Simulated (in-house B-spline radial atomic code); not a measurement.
## Ta²⁴⁺: [Kr] 4d10 4f3

Level of theory: Dirac-Kohn-Sham B3LYP, spherical fractional occupations, Fermi nucleus of rms radius 5.3507 fm; calculated with a radial B-spline atomic code at the basis-set limit.

Screening seen three ways: the hydrogenic charge with the same mean radius, Z_r = [3n² - l(l+1)]/(2<r>), the one with the same energy, Z_e = n√(-2ε), and Slater's rules. Values are occupation-weighted means over j. An effective charge above Z reflects the relativistic contraction of the inner shells.

```
shell  electrons   ε (eV)  <r> (bohr)    Z_r    Z_e  Slater
   1s          2   -68114     0.01867  80.36  70.76   72.70
   2s          2   -12342     0.07836  76.57  60.24   68.85
   2p          6   -10978     0.07013  71.30  56.81   68.85
   3s          2  -3418.8      0.2039  66.22  47.56   61.75
   3p          6  -3005.6      0.2034  61.45  44.59   61.75
   3d         10  -2490.8      0.1851  56.73  40.59   51.85
   4s          2  -1247.6      0.4398  54.57  38.30   45.25
   4p          6  -1102.7      0.4585  50.16  36.01   45.25
   4d         10  -909.63      0.4727  44.42  32.71   33.85
   4f          3   -697.9      0.4669  38.55  28.65   26.30
```

The least bound orbital is 4f7/2 at -696.5 eV, while the most diffuse is 4d5/2 (<r> = 0.4758 bohr against 0.4683 bohr): energy order and size order differ.

Spin-orbit splittings of the orbital energies (j = l + 1/2 above j = l - 1/2 when positive): 2p 1270 eV, 3p 275.5 eV, 3d 59.74 eV, 4p 72.32 eV, 4d 14.48 eV, 4f 3.372 eV.

For the 1s electron the small component carries 7.56 % of the norm, the zero-frequency Breit interaction raises the level by 232.6 eV, self-energy by 144.7 eV, and vacuum polarisation lowers it by 26.97 eV.

The density falls to 0.001 bohr⁻³ at 1.356 bohr; Σ<r²> = 6.0161 bohr² gives, by the non-relativistic formula and without the paramagnetism of open shells, a Langevin diamagnetic susceptibility of -4.765×10⁻⁶ cm³/mol.

Caution: exact exchange at fractional occupations of open shells leaves self-interaction of up to several eV.
